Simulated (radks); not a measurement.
Values are calculated unless marked as measured or tabulated.
Si3+, configuration [Ne] 3s1. Code: a radial shooting solver on a logarithmic mesh with Libxc functionals. Model: Dirac Kohn-Sham, PBEsol, spin-unpolarised, spherical densities, finite nucleus; Fermi nuclear charge, rms radius 3.1224 fm.

Radial electron density D(r) = 4 pi r^2 rho(r):

r (bohr),D(r) (e/bohr)
0.01039,1.827
0.01162,2.206
0.0131,2.687
0.01477,3.256
0.01665,3.922
0.01863,4.639
0.021,5.512
0.02368,6.495
0.0267,7.582
0.02986,8.677
0.03367,9.913
0.03796,11.18
0.0428,12.42
0.04788,13.50
0.05398,14.50
0.06086,15.26
0.06862,15.72
0.07676,15.81
0.08654,15.53
0.09758,14.86
0.11,13.88
0.1231,12.78
0.1387,11.58
0.1564,10.54
0.1764,9.852
0.1973,9.654
0.2224,9.965
0.2508,10.76
0.2828,11.86
0.3163,12.93
0.3566,13.84
0.4021,14.23
0.4533,13.92
0.5071,12.96
0.5717,11.32
0.6446,9.254
0.7268,7.065
0.8129,5.161
0.9166,3.475
1.033,2.257
1.165,1.491
1.303,1.096
1.469,0.8838
1.657,0.7649
1.868,0.6530
2.089,0.5254
2.356,0.3729
2.656,0.2319
2.995,0.1247
3.35,0.06048
3.777,0.02342
4.258,0.007414
4.801,0.001876
5.37,0.0004161

D(r) has 2 maxima, at r = 0.0749, 0.405 bohr, and minima at 0.196 bohr, inside which lie 2.20 electrons.
